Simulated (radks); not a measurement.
Results of a calculation; reference values are marked as such.
Pd VI, 41 electrons, occupied as [Kr] 4d5 (the NIST ground configuration). Code: a radial shooting solver on a logarithmic mesh with Libxc functionals. Model: scalar-relativistic Kohn-Sham, PBE, spin-polarised, spherical densities, finite nucleus; open shells are filled with parallel spins first (spin-orbit coupling, left out, can overturn this in heavy ions); Fermi nuclear charge, rms radius 4.5318 fm.

Unscreened Slater integrals over Kohn-Sham orbitals (eV). They are taken over the spin-up orbitals.

F0(4d,4d): 20.458
F2(4d,4d): 10.484
F4(4d,4d): 6.9652
F0(4d,4p): 22.166
F2(4d,4p): 11.276
G1(4d,4p): 14.272
G3(4d,4p): 8.8319
F0(4d,4s): 22.824
G2(4d,4s): 10.704
F0(4d,3d): 27.235
F2(4d,3d): 5.6668
F4(4d,3d): 2.5417
G0(4d,3d): 1.8348
G2(4d,3d): 2.1213
G4(4d,3d): 1.6125
F0(4p,4p): 24.427
F2(4p,4p): 12.907
F0(4p,4s): 25.333
G1(4p,4s): 17.282
F0(4p,3d): 31.506
F2(4p,3d): 7.5731
G1(4p,3d): 2.4216
G3(4p,3d): 2.3614
F0(4s,4s): 26.367
F0(4s,3d): 33.534
G2(4s,3d): 2.7620
F0(3d,3d): 69.267
F2(3d,3d): 34.420
F4(3d,3d): 21.938

Derived for the open shells (J is the average intra-shell exchange parameter used in DFT+U). 4d: Racah B = F2/49 - 5 F4/441 = 0.1350 eV, C = 35 F4/441 = 0.5528 eV, C/B = 4.10, F4/F2 = 0.664, J = (F2 + F4)/14 = 1.246 eV.
